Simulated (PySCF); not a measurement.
# A small calculation by hand: chemical shift, span and skew from a shielding tensor

C3H6OSe, SMILES CC[Se]C=O. Atoms are numbered in the order given.

```xyz
11

C     -2.3163     0.2467     0.8769
C     -1.1407    -0.7090     0.8799
Se     0.1394    -0.3976    -0.5642
C      1.2443     0.8417     0.4003
O      2.1935     1.4005    -0.0547
H     -3.0136     0.0013     1.6945
H     -1.9874     1.2880     1.0125
H     -2.8722     0.1957    -0.0711
H     -1.4618    -1.7542     0.7616
H     -0.5708    -0.6590     1.8217
H      0.8925     0.9662     1.4581
```

Geometry: PBE0-D3(BJ)/def2-SVP. This is a generated structure with no PubChem entry under its InChIKey; it may be hypothetical. Other conformers were not sampled.

GIAO shieldings from B3LYP/pcSseg-1 run with PySCF, non-relativistic, no solvent. The symmetric part of the tensor of C1 has the principal values 138.7, 152.6, 180.8 ppm. The same nucleus in TMS has σ = 181.3 ppm at this level (PySCF, at its B3LYP-D3(BJ)/def2-TZVP geometry).

Question: Work out the isotropic shielding, the ¹³C shift against TMS, the span and the skew.

Answer: 
σ(iso) = (σ11 + σ22 + σ33)/3 = 157.4 ppm. δ = σ(ref) − σ(iso) = 181.3 − (157.4) = 23.9 ppm.
Span Ω = σ33 − σ11 = 42.1 ppm. Skew κ = 3(σ(iso) − σ22)/Ω = 0.34. Tumbling in solution averages the tensor to δ; in a static solid the shielding alone would spread this spin-1/2 line over Ω.
